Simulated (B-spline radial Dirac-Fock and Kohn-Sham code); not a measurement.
## Anomalous scattering factors of O, 517.6 eV to 2.69 keV

The computed values come from a B-spline atomic structure program: the dispersion relation over Dirac-Hartree-Slater subshell photoionisation cross sections, with the Kissel-Pratt high-energy constant (isolated atom, no bound-bound lines or fine structure). The forward scattering factor is f₀ + f′ + i f″.

Edges near this range: K 543.1 eV.

```
hν (eV)  λ (Å)  f′ (e)  f″ (e)  tabulated f′  tabulated f″
  517.6  23.95  -3.869   0.258             –          0.23
  636.4  19.48  -1.484   3.580             –          3.32
  643.3  19.27  -1.375   3.520             –          3.28
  706.6  17.55  -0.718   3.047             –          2.87
  750.1  16.53  -0.444   2.793             –          2.63
  912.9  13.58       ?       ?             ?             ?
  959.9  12.92   0.182   1.911             –          1.80
   1000  12.40   0.232   1.788          0.27          1.68
 1253.6  9.890   0.372   1.226          0.38          1.14
 1486.9  8.338   0.386   0.912          0.39          0.85
   2000  6.199   0.331   0.535          0.33          0.50
   2252  5.506   0.299   0.429          0.30          0.40
   2339  5.301   0.288   0.399          0.29          0.38
   2690  4.609   0.249   0.306          0.25          0.29
```

Question: What are f′ and f″ at 912.9 eV?

Answer: f′ = 0.104 and f″ = 2.073 electrons (tables: – and 1.95). By the optical theorem f″ corresponds to a photoabsorption cross section 2 rₑ λ f″ = 159000 b.

Tabulated f′: xraylib 4.2 anomalous scattering factors (Cullen et al., EPDL97); f″: Chantler's tables (J. Phys. Chem. Ref. Data 1995 and 2000). Both are theoretical tables.
